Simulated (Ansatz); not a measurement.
A nudged elastic band was laid between two geometries of H2OSSe (5 atoms, charge 0, multiplicity 1).

The calculation used RKS B3LYP/def2-SVP (Ansatz).

```yaml
movable_images: 7
climbing_image: yes
spring: 5.0 eV/Å²
optimiser: quadratic models (default)
start_path: through a guess of the saddle point
force_threshold: 0.05 eV/Å
iteration_limit: 60
end_points: relaxed
```

Initial state:

```xyz
5
Properties=species:S:1:pos:R:3
O -1.203 -1.023 0.120
S -0.589 0.337 0.893
Se 1.598 0.327 0.516
H -1.402 -0.773 -0.797
H 1.597 1.132 -0.733
```

Final state:

```xyz
5
Properties=species:S:1:pos:R:3
O -1.370 -0.437 -0.418
S -0.547 0.303 0.846
Se 1.610 0.162 0.341
H -1.385 -1.391 -0.241
H 1.691 1.362 -0.528
```

(1) What changes between the two ends?

(2) What energy profile does the band end with?

(3) What is the geometry of the highest image?

(4) What are the harmonic wavenumbers there?

## Answers

(1) No bond is made or broken. The dihedral H4–O1–S2–Se3 goes from -87 to 84°.

(2) The run converged. The highest image is number 4 of 0 to 8, 0.249 eV above the first end and 0.264 eV above the last; the last end lies 0.015 eV below the first. A vibrational analysis at the climbing image gives one clearly imaginary mode, 463i cm⁻¹: a first-order saddle point.

```tsv
image	path coordinate (Å)	energy (eV)	dihedral H4–O1–S2–Se3 (°)
0	0.00	0.000	-87
1	0.22	0.025	-71
2	0.44	0.098	-52
3	0.66	0.198	-29
4	0.89	0.249	-4
5	1.15	0.183	26
6	1.40	0.074	51
7	1.66	0.007	71
8	1.92	-0.015	84
```

(3) 
```xyz
5
Properties=species:S:1:pos:R:3
O -1.508 -0.662 0.011
S -0.560 0.315 1.042
Se 1.506 0.133 0.315
H -0.929 -1.020 -0.682
H 1.491 1.235 -0.687
```

(4) 463i, 222, 380, 392, 708, 767, 1110, 2305, 3773 cm⁻¹.

The run took 2.6 min on 1 thread of Arm Neoverse V2, on a shared host, peak memory 0.25 GiB.
